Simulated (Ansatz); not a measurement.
Molecule: C3H5O2, net charge -1, singlet state. It need not be the lowest isomer of its formula. Whether it binds its extra electron was not tested at this geometry. 
Geometry from a B3LYP-D3(BJ)/def2-TZVP (Ansatz, a first-principles code) optimisation:
```xyz
10

C     -1.8417     0.1913     0.2606
C     -0.5706    -0.0557    -0.2051
O     -0.1585    -0.5151    -1.2879
O      0.4405     0.2976     0.7745
C      1.7568     0.0594     0.3560
H     -2.6872    -0.0286    -0.3757
H     -2.0055     0.6000     1.2473
H      2.0188     0.6214    -0.5486
H      2.4070     0.3768     1.1785
H      1.9442    -0.9992     0.1374
```
Charge -1, spin multiplicity 1.

Basis-set convergence of Hartree-Fock and MP2 correlation energies (hartree) with Ansatz. Cores are frozen in the correlated levels unless marked. Spin-orbit coupling is left out. No relativistic terms.

```tsv
basis	functions	E(HF)	E(corr, MP2)
aug-cc-pVDZ	160	-266.25175	-0.83777
aug-cc-pVTZ	345	…	…
```

Task: Some entries are withheld; supply them.

Result: 
- aug-cc-pVTZ, E(HF): -266.31705
- aug-cc-pVTZ, E(corr, MP2): -1.00889
